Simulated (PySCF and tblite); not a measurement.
Values are calculated unless marked as measured or tabulated.
## C₄H₄FNO₂, numbered as in [OH:1][c:2]1[o:3][cH:4][n:5][c:6]1[CH2:7][F:8]: conformational analysis

The ensemble was built from 90 distance-geometry starts (ETKDG, MMFF94s, GFN2-xTB) and rests on GFN2-xTB geometries. Energies: OLYP-D3(BJ)/pcSseg-1 (IEF-PCM, water), grid level 1, SCF damping 0.3, with GFN2-xTB thermal terms (modes under about 100 cm⁻¹ blended into free rotors). Symmetry numbers and mirror images are counted. Conformers within 2.5 kcal/mol (GFN2-xTB free energy) were kept, 6 at most. GIAO shieldings: OLYP/pcSseg-1 (IEF-PCM, water), grid level 1, SCF damping 0.3. Codes: tblite and PySCF.

Torsions listed: H1–O1–C2–O3, N5–C6–C7–F8. Of a mirror pair one member is shown.

```csv
conformer,shape,symmetry,E(GFN2) kcal/mol,E(DFT) kcal/mol,G(298.15 K) kcal/mol,weight %,dipole D
1,"-4°, 107°",C1 (pair),0.32,0.00,0.00,92.0,4.49
2,"180°, 180°",Cs,0.00,0.74,1.45,8.0,0.81
```

Weights (%) against temperature:

| T (K) | 1 | 2 | S(mix) cal/mol/K |
| --- | --- | --- | --- |
| 250 | 93.8 | 6.2 | 1.75 |
| 298.15 | 92.0 | 8.0 | 1.82 |
| 350 | 90.2 | 9.8 | 1.88 |

Coordinates of conformer 1 (Å):

```xyz
12

O    -0.304    2.082    0.094
C     0.301    0.903   -0.036
O     1.637    0.847   -0.233
C     1.905   -0.475   -0.345
N     0.869   -1.224   -0.237
C    -0.192   -0.374   -0.038
C    -1.582   -0.856    0.172
F    -1.962   -0.703    1.489
H     0.354    2.789    0.093
H     2.916   -0.785   -0.508
H    -2.300   -0.281   -0.422
H    -1.640   -1.923   -0.056
```

The minima are those of GFN2-xTB; planar forms about aryl–S or allylic bonds may be saddles in DFT. Other tautomers (keto or thione forms) aren't considered and may dominate.


Conformer gaps in pcSseg-1 on xTB geometries can be 2 kcal/mol off for S=O, P=O and other polar bonds.